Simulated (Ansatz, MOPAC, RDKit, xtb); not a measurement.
Dimer: SiH4 (SMILES [SiH4]) (first 5 atoms) with CH4O (SMILES CO); geometry from B3LYP-D3(BJ)/def2-TZVP, rigid monomers moved along the line of their centres of mass till Si1···O7 is 2.76 Å.
(charge 0, multiplicity 1):
```xyz
11

Si    -0.1789    -0.1402     0.2736
H     -1.1339    -0.8896     1.1193
H     -0.3235     1.3151     0.4987
H     -0.5125    -0.4172    -1.1472
H      1.2073    -0.5807     0.5267
C     -0.2783    -0.4352     3.7653
O      0.4057     0.4615     2.8979
H     -0.1634    -0.1518     4.8163
H      0.1712    -1.4159     3.6193
H     -1.3443    -0.5040     3.5258
H      0.0265     1.3407     2.9954
```

Monomers are frozen at their geometry in the pair; levels with a basis set take the counterpoise correction.

The state reached by PM7 isn't checked; PM7 holds dispersion and hydrogen-bond terms.

The values were computed with Ansatz (an electronic-structure program); MOPAC for PM7 (differences of heats of formation); RDKit for the force fields; xtb for the GFN methods. 

Task: One of these levels gives -0.14 kcal/mol for the interaction energy. Which one is it?
A) PM7
B) MMFF94
C) PBE/def2-TZVPPD
D) GFN-FF

Result: C, PBE/def2-TZVPPD. The others give 8.78 (MMFF94), 1.33 (GFN-FF), 3.10 (PM7)
